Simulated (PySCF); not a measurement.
## Solvent effects on NMR parameters

Molfile (atoms numbered from 1):
```
C5H13ClSSi
     RDKit          3D

 21 20  0  0  0  0  0  0  0  0999 V2000
   -3.4132    0.5015    0.2831 C   0  0  0  0  0  0  0  0  0  0  0  0
   -2.3973   -0.6293    0.2838 C   0  0  0  0  0  0  0  0  0  0  0  0
   -1.0501   -0.2184   -0.2975 C   0  0  0  0  0  0  0  0  0  0  0  0
   -0.0391   -1.3490   -0.2723 C   0  0  0  0  0  0  0  0  0  0  0  0
    1.5791   -0.9575   -1.0383 S   0  0  0  0  0  0  0  0  0  0  0  0
    2.2986    0.5894    0.2387 Si  0  0  2  0  0  4  0  0  0  0  0  0
    4.1286    0.7545   -0.0525 C   0  0  0  0  0  0  0  0  0  0  0  0
    1.9276    0.0674    2.2237 Cl  0  0  0  0  0  0  0  0  0  0  0  0
   -3.0559    1.3578    0.8773 H   0  0  0  0  0  0  0  0  0  0  0  0
   -3.6032    0.8667   -0.7389 H   0  0  0  0  0  0  0  0  0  0  0  0
   -4.3766    0.1809    0.7071 H   0  0  0  0  0  0  0  0  0  0  0  0
   -2.7942   -1.4878   -0.2863 H   0  0  0  0  0  0  0  0  0  0  0  0
   -2.2484   -0.9951    1.3149 H   0  0  0  0  0  0  0  0  0  0  0  0
   -1.1742    0.1383   -1.3341 H   0  0  0  0  0  0  0  0  0  0  0  0
   -0.6586    0.6387    0.2781 H   0  0  0  0  0  0  0  0  0  0  0  0
   -0.4036   -2.2151   -0.8461 H   0  0  0  0  0  0  0  0  0  0  0  0
    0.1493   -1.6904    0.7571 H   0  0  0  0  0  0  0  0  0  0  0  0
    1.5911    1.8857    0.0442 H   0  0  0  0  0  0  0  0  0  0  0  0
    4.6378   -0.1965    0.1612 H   0  0  0  0  0  0  0  0  0  0  0  0
    4.5495    1.5372    0.5965 H   0  0  0  0  0  0  0  0  0  0  0  0
    4.3233    1.0289   -1.1012 H   0  0  0  0  0  0  0  0  0  0  0  0
  1  2  1  0
  2  3  1  0
  3  4  1  0
  4  5  1  0
  5  6  1  0
  6  7  1  0
  6  8  1  0
  1  9  1  0
  1 10  1  0
  1 11  1  0
  2 12  1  0
  2 13  1  0
  3 14  1  0
  3 15  1  0
  4 16  1  0
  4 17  1  0
  6 18  1  6
  7 19  1  0
  7 20  1  0
  7 21  1  0
M  END
```

GIAO PBE0/pcSseg-1 in PySCF 2.14.0 with density-fitted response routines on one PBE0-D3(BJ)/def2-SVP conformer, non-relativistic, equivalent nuclei averaged. Solvents enter as an IEF-PCM continuum (benzene with ε = 2.3, chloroform with ε = 4.7, acetone with ε = 20.5) around the gas-phase geometry. Shifts are referred to TMS, CS2 computed in the same medium.

Gas phase, δ in ppm: C3 37.5, C4 32.9, C2 26.2, C1 16.1, C7 2.1, S5 -98.8, Si6 26.2, H18 5.84, H17 2.71, H16 2.29, H15 1.42, H14 1.25, H13 1.13, H12 1.11. Dipole moment 1.02 D.

(1) How does each δ change in the continuum?

(2) Which nuclei move most (in ppm), and what does the model miss?

Answers

(1) 
| atoms | environment | Δδ, benzene | Δδ, chloroform | Δδ, acetone |
| --- | --- | --- | --- | --- |
| C3 | sp3 CH2 | +0.4 | +0.6 | +0.8 |
| C4 | sp3 CH2 bonded to S | +0.2 | +0.4 | +0.5 |
| C2 | sp3 CH2 | +0.2 | +0.3 | +0.5 |
| C1 | methyl carbon | +0.2 | +0.3 | +0.4 |
| C7 | methyl carbon bonded to Si | +0.3 | +0.5 | +0.7 |
| S5 | sulfur bonded to C, Si | -4.7 | -7.5 | -10.1 |
| Si6 | silicon bonded to C, Cl, S, H | +1.0 | +1.5 | +1.9 |
| H18 | hydrogen on a silicon bonded to C, Cl, S | +0.01 | +0.01 | +0.03 |
| H17 | hydrogen on an sp3 CH2 bonded to S | 0.00 | -0.01 | -0.01 |
| H16 | hydrogen on an sp3 CH2 bonded to S | +0.11 | +0.18 | +0.24 |
| H15 | hydrogen on an sp3 CH2 | +0.01 | +0.02 | +0.03 |
| H14 | hydrogen on an sp3 CH2 | +0.01 | +0.02 | +0.02 |
| H13 | hydrogen on an sp3 CH2 | +0.01 | +0.01 | +0.01 |
| H12 | hydrogen on an sp3 CH2 | +0.04 | +0.06 | +0.09 |

Changes are relative to the gas phase. The dipole moment becomes 1.14 D in benzene, 1.22 D in chloroform, 1.29 D in acetone.

(2) S5 (sulfur bonded to C, Si, -10.1 ppm) in acetone. A continuum only polarises the solute; specific hydrogen bonds, the anisotropy of aromatic solvents and changes of geometry or conformer are outside it.
